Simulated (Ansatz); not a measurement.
Consider the redistribution: `CO[SiH](Cl)I` + `[AlH2][CH2]Cl` → `ClC[SiH](Cl)I` + `C[O][AlH2]`.

Gas-phase electronic energies from Ansatz, PBE0-D4/def2-TZVP geometries. CCSD(T)/CBS adds triple-zeta CCSD(T) − MP2 to the extrapolated MP2 energy (def2 sets, frozen cores). DFT in def2-TZVPP. B3LYP here is the variant with VWN-RPA as its local correlation; programs differ in this. Elements past krypton have def2 core potentials. For I outer-core shells are correlated without core-valence functions, which leaves a few kJ/mol of doubt a bond. One conformer a species, not always the lowest.

`CO[SiH](Cl)I`:

Z-matrix (Å, degrees):
```
C
O 1 1.416
H 1 1.090 2 107.6
H 1 1.093 2 110.9 3 119.2
H 1 1.095 2 111.3 3 -119.2
Si 2 1.620 1 124.7 3 177.7
I 6 2.414 2 106.9 1 176.3
Cl 6 2.048 2 110.4 1 56.0
H 6 1.477 2 112.4 1 -63.0
```

`[AlH2][CH2]Cl`:

Z-matrix (Å, degrees):
```
C
Cl 1 1.792
Al 1 1.969 2 111.8
H 1 1.093 2 107.1 3 -123.2
H 1 1.093 2 107.2 3 123.2
H 3 1.589 1 117.2 2 178.6
H 3 1.580 1 120.8 2 -1.4
```

`ClC[SiH](Cl)I`:

Z-matrix (Å, degrees):
```
C
Si 1 1.872
Cl 1 1.779 2 109.0
H 1 1.090 2 111.8 3 -120.0
H 1 1.091 2 110.2 3 118.6
I 2 2.423 1 110.2 3 66.9
Cl 2 2.049 1 107.3 3 -173.0
H 2 1.476 1 111.3 3 -54.1
```

`C[O][AlH2]`:

```xyz
8

C    -0.686    0.061    1.057
O    -0.062   -0.638    0.020
Al    0.850   -0.180   -1.322
H    -1.760   -0.154    1.063
H    -0.557    1.148    0.970
H    -0.276   -0.253    2.023
H     1.127    1.362   -1.564
H     1.365   -1.348   -2.247
```

Is it downhill or uphill in electronic energy at CCSD(T)/CBS, and by how much? (Estimate.)

The calculation gave: Downhill: ΔE = -0.44 eV.

What do these levels give: B3LYP-D4, r2SCANh-D4, PBE-QIDH, CCSD/def2-SVP, HF/CBS(def2), CCSD/CBS(def2)? (Estimate.)

Ansatz gave: B3LYP-D4 -0.45, r2SCANh-D4 -0.44, PBE-QIDH -0.44, CCSD/def2-SVP -0.56, HF/CBS(def2) -0.35, CCSD/CBS(def2) -0.43 eV.

Largest T1 diagnostic among the species: 0.012.

In def2-TZVPP, CCSD(T) changes the Hartree–Fock value by −0.10 eV (the triples alone add −0.01 eV) and MP2 by −0.13 eV. From BLYP to BHLYP (50 % exact exchange), in def2-TZVPP and without D4, ΔE moves by +0.04 eV.
